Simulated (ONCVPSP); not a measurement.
## Co (Z = 27): ONCV pseudisation with PBE, scalar-relativistic reference atom.

ONCVPSP 4.0.1 input, shortened (lines: element, Z, core and valence counts, functional; n l f; lmax; l rc ep ncon nbas qcut; lloc lpopt rc5 dvloc0; l nproj debl; icmod fcfact rcfact), PBE, scalar-relativistic:

```
  Co 27.00    4    3        4      upf
    1    0    2.00
    2    0    2.00
    2    1    6.00
    3    0    2.00
    3    1    6.00
    3    2    7.00
    4    0    1.00
    2
    0    1.65    0.00    3    6    6.30
    1    0.90    0.00    4    8    9.80
    2    0.85    0.00    3    8   15.20
    4    5    0.80    6.00
    0    2    1.40
    1    1    2.80
    2    1    1.70
    1    0.30    0.00
```

All-electron outer shells of the reference configuration (PBE, scalar-relativistic, ld1.x):

```
shell  level (eV)  outermost node (bohr)  outermost maximum (bohr)
   3s     -111.23                   0.31                      0.66
   3p      -74.47                   0.28                      0.68
   3d      -16.96                      –                      0.66
   4s      -12.76                   0.96                      2.21
```

Question: Estimate the cutoffs (Ha) at which the residual kinetic energy of the hardest occupied pseudo-wave falls to 1 and 0.1 mHa per electron.

Answer: 98 Ha and 132 Ha.

Question: Does the potential have ghost states?

Answer: Ghosts flagged at negative energy: s at -97.2 eV; no localised positive-energy state flagged. A true bound ghost makes a file unfit for plane-wave use.

Question: Tests: 3p6 3d7 4s2; 3p6 3d7 4s0; 3p6 3d6 4s0; 3p6 3d7 4s0 4p1. Which has the largest error in its energy relative to the reference configuration, and how large is it?

Answer: 3p6 3d6 4s0, with +20 meV (all-electron minus pseudo) on +52.66 eV.
